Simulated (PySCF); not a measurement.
C₂H₅FMg.

```xyz
9

Mg     0.1491    -0.7668     0.0000
F     -0.2606    -2.4873     0.0000
C      0.6429     1.2721     0.0000
C     -0.5455     2.2482     0.0000
H      1.2877     1.4622    -0.8779
H      1.2877     1.4622     0.8779
H     -1.1914     2.1182     0.8852
H     -1.1914     2.1182    -0.8852
H     -0.2207     3.3050     0.0000
```

The structure is a stationary point at B3LYP-D3(BJ)/def2-SVP. The values are those of a single conformer.

Level of theory: PBE0/pcSseg-1 (PySCF). Non-relativistic, no solvent.

Task: Give the absolute GIAO shielding of each atom: isotropic value and principal components (ppm). (The exact figures need the calculation; the answer reports its results.)

Result: 
```json
[
 {"atom": "Mg1", "σ(iso)": "504.1", "σ11": "393.5", "σ22": "409.7", "σ33": "709.1", "span": "315.6"},
 {"atom": "F2", "σ(iso)": "395.4", "σ11": "346.7", "σ22": "351.8", "σ33": "487.6", "span": "140.9"},
 {"atom": "C3", "σ(iso)": "190.8", "σ11": "176.9", "σ22": "187.3", "σ33": "208.3", "span": "31.4"},
 {"atom": "C4", "σ(iso)": "169.5", "σ11": "160.5", "σ22": "162.7", "σ33": "185.2", "span": "24.7"},
 {"atom": "H5", "σ(iso)": "31.1", "σ11": "26.5", "σ22": "29.2", "σ33": "37.5", "span": "11.1"},
 {"atom": "H6", "σ(iso)": "31.1", "σ11": "26.5", "σ22": "29.2", "σ33": "37.5", "span": "11.1"},
 {"atom": "H7", "σ(iso)": "30.0", "σ11": "25.5", "σ22": "28.5", "σ33": "36.0", "span": "10.5"},
 {"atom": "H8", "σ(iso)": "30.0", "σ11": "25.5", "σ22": "28.5", "σ33": "36.0", "span": "10.5"},
 {"atom": "H9", "σ(iso)": "29.5", "σ11": "24.3", "σ22": "27.1", "σ33": "37.1", "span": "12.8"}
]
```
